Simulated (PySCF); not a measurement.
**Does the structure fit the spectrum?**

A compound C₇H₇FO gives the data below (simulated from a calculation) and was assigned the structure `OCc1ccccc1F`.

¹³C{¹H} NMR (computed): δ 162.6 (C), 135.0 (C), 129.4 (CH, 2C), 118.9 (CH, 2C), 86.8 (CH2).

¹H NMR (400 MHz, computed): δ 7.45 (m, 2H), 7.01 (d, 2H), 5.90 (m, 2H), 4.23 (br s, 1H).

Computational details: coordinates at the GFN2-xTB level, σ from GIAO-PBE0/pcSseg-1, in PySCF 2.14 (a single conformation, equivalent nuclei averaged, no solvent model, no relativistic terms).

References, each an isolated molecule treated in the same way: ¹H (σref 31.72), ¹³C (σref 186.93) vs TMS.

Q: Compare with the shifts computed for the proposed structure, pairing carbons in order of shift.

A: Atom-mapped SMILES (the numbers label the heavy atoms): `[OH:1][CH2:2][c:3]1[cH:4][cH:5][cH:6][cH:7][c:8]1[F:9]`. Hydrogens are named by the atom that carries them.

```json
{"atom": "C8", "computed for proposal": "169.0", "given list": "162.6", "difference": "+6.4"}
{"atom": "C3", "computed for proposal": "136.5", "given list": "135.0", "difference": "+1.5"}
{"atom": "C6", "computed for proposal": "133.9", "given list": "129.4", "difference": "+4.5"}
{"atom": "C4", "computed for proposal": "131.8", "given list": "129.4", "difference": "+2.4"}
{"atom": "C5", "computed for proposal": "129.6", "given list": "118.9", "difference": "+10.7"}
{"atom": "C7", "computed for proposal": "120.9", "given list": "118.9", "difference": "+2.0"}
{"atom": "C2", "computed for proposal": "63.3", "given list": "86.8", "difference": "-23.5"}
```

The rms difference is 10.3 ppm and the largest -23.5 ppm at C2 (sp3 CH2 bonded to O, on an aromatic ring). The proposal also would give 7 carbon signals, not 5. The proposal doesn't fit.

Q: Which isomer fits?

A: SMILES c1cc(O)ccc1CF.

1. Carbon types of the structure: 2 × C, 4 × CH, 1 × CH2, leaving 1 H on heteroatoms.
2. δC 162.6: aromatic carbon bearing oxygen; the electronegative substituent deshields the carbon that carries it.
3. δC 135.0: substituted aromatic carbon.
4. δC 129.4, 118.9: aromatic CH.
5. δC 86.8: sp3 CH2 bonded to F, on an aromatic ring; the inductive effect lowers its shielding.

This is the structure that produced the data.

OH/NH shifts are gas-phase values; hydrogen bonding in solution moves them, usually downfield. Splittings by ¹⁹F in the carbon and heteronuclear signals aren't shown, as no couplings were computed. Shifts are as computed. Against solution values, carbons near 30 ppm lie about +3 ppm off and those near 130 ppm about +5 ppm (rms about the fit 2.1 ppm; single classes can miss by 10 ppm). Of 1328 compounds with measured shifts, 309 miss one by over three times the rms of a fit or turn the order of signals round; such compounds aren't used in these exercises. Signals without a measured value on file couldn't be tested in this way; 1H shifts scatter by 0.2 ppm about their fit, and single ones miss by 0.5 ppm. Multiplicities follow the n + 1 count of equivalent neighbours, as no J values were calculated; m marks all less simple cases, F and P coupling included.
